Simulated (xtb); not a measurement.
Te(SiH3)2 (H₆Si₂Te), SMILES [SiH3][Te][SiH3]. All values are semi-empirical tight-binding results from xtb (GFN2-xTB unless named), good for trends rather than for accurate numbers. Coordinates come from a GFN2-xTB optimisation.

Optimised geometry:

```xyz
9

Te    -0.2828     0.1275     0.6026
Si     1.1991     1.4980    -0.8568
H      0.6967     2.8645    -0.8542
H      1.2125     0.9826    -2.2198
H      2.5667     1.5172    -0.3480
Si    -0.3810    -1.8664    -0.8866
H      0.8109    -1.9598    -1.7205
H     -1.5538    -1.8348    -1.7554
H     -0.4776    -3.0402    -0.0317
```
Charge 0, spin multiplicity 1.

The geometry has at least one imaginary mode, so it is a saddle point at that level.

Problem. Estimate the properties. (Estimate from the structure and the level; the computed values follow.)

Solution. 
```
Property                                          Value
----------------------------------------  -------------
orbital gap                                     3.94 eV
static polarisability (D4 model)            100.2 bohr³
solvation energy, GFN2-xTB/ALPB(water)    -0.4 kcal/mol
solvation energy, GFN2-xTB/ALPB(benzene)  -2.4 kcal/mol
```

Computed atomic charges and the Wiberg bond orders between heavy atoms:
charges (e) Te1 -0.09, Si2 0.41, H3 -0.12, H4 -0.13, H5 -0.12, Si6 0.41, H7 -0.13, H8 -0.12, H9 -0.12. Bond orders Te1–Si2 0.98, Te1–Si6 0.99.
